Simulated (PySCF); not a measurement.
# Electric field gradients and quadrupole coupling constants

C₅H₁₃PS.
Z-matrix (Å and degrees, GFN2-xTB geometry), rows numbered from 1:
```
C 
C   1  1.5240
C   2  1.5257  1  111.23
C   2  1.5276  1  110.16  3  -122.64
P   4  1.8401  2  111.49  1   -61.51
C   5  1.8332  4  104.10  2  -171.82
S   5  1.9310  4  116.33  2   -44.37
H   1  1.0890  2  110.83  3    64.71
H   1  1.0908  2  109.92  3  -174.79
H   1  1.0871  2  110.49  3   -55.65
H   2  1.0965  1  108.25  3   119.76
H   3  1.0880  2  110.84  1   179.04
H   3  1.0872  2  110.25  1    59.12
H   3  1.0887  2  110.49  1   -60.66
H   4  1.0933  2  111.18  1    60.58
H   4  1.0965  2  110.20  1  -179.04
H   5  1.4004  4  103.20  2    83.79
H   6  1.0879  5  111.52  4   -51.00
H   6  1.0896  5  108.39  4  -172.15
H   6  1.0906  5  108.24  4    70.32
```

Field gradients from the PBE0/pcSseg-1 density (PySCF, non-relativistic), principal values in atomic units, ordered |Vxx| ≤ |Vyy| ≤ |Vzz|:

| atom | Vxx | Vyy | Vzz |
| --- | --- | --- | --- |
| S7 | -1.1205 | -1.1785 | 2.2990 |

Task: Find the asymmetry η = (Vxx − Vyy)/Vzz and the couplings χ = eQV/h (234.96 MHz × Q in barn × V in au), with Q(33S) = −0.0678 b.

Result: 
```json
{"atom": "S7", "environment": "sulfur bonded to P", "nucleus": "33S", "η": "0.03", "χzz (MHz)": "-36.62", "χxx (MHz)": "17.85", "χyy (MHz)": "18.77"}
```

The gradient is axial or nearly so (η below 0.05) at S7. 

Task: What is Vzz at S7 in SI units (1 au = 9.71736 × 10²¹ V/m²)?

Result: 2.2990 au = 22.341 × 10²¹ V/m².

Task: And the gradient at the other heavy atoms, for which no coupling is worked out here?

Result: 
```tsv
atom	environment	Vzz (au)	η
C1	methyl carbon	0.048	0.28
C2	sp3 CH carbon	-0.102	0.96
C3	methyl carbon	0.049	0.21
C4	sp3 carbon bound to phosphorus	0.090	0.19
P5	phosphorus bonded to 2 C, S and H	-0.208	0.49
C6	sp3 carbon bound to phosphorus	0.089	0.19
```

Were the hydrogens deuterons (Q(2H) = 0.00286 b), χzz would run from 124 kHz (H17) to 213 kHz (H10, H13 and H18).

One conformer (not necessarily the lowest) at the GFN2-xTB geometry, without solvent, vibrations or thermal averaging. GFN2-xTB bond lengths can be off by several hundredths of an ångström, more for odd bonds, and the gradients follow them. The basis is small and wasn't made for field gradients, so the couplings can be 20 % off.

These values come from a run that also computed NMR shieldings. The run took about 90 s of CPU time (one thread, shared machine).
